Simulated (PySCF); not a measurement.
Si(F)(Cl)(OMe)(NH2) (CH₅ClFNOSi), SMILES N[Si](OC)(F)Cl. Geometry: B3LYP-D3(BJ)/def2-SVP. This is a generated structure with no PubChem entry under its InChIKey; it may be hypothetical. Other conformers were not sampled.

Problem. Give the equilibrium geometry at B3LYP-D3(BJ)/def2-SVP (PySCF confirms it by a frequency run) as a Z-matrix. (Estimate from the structure and the level; the computed values follow.)

Solution. Several could match; the one computed here: 
```
Si
F 1 1.6147
O 1 1.6371 2 104.13
C 3 1.4142 1 124.75 2 -175.00
H 4 1.1000 3 108.41 1 -173.03
H 4 1.1039 5 108.61 3 120.81
H 4 1.1042 5 108.79 6 117.72
N 1 1.7011 2 114.47 3 122.30
H 8 1.0144 1 120.87 2 86.24
H 8 1.0155 9 112.18 1 151.85
Cl 1 2.0620 2 107.13 3 -118.97
```
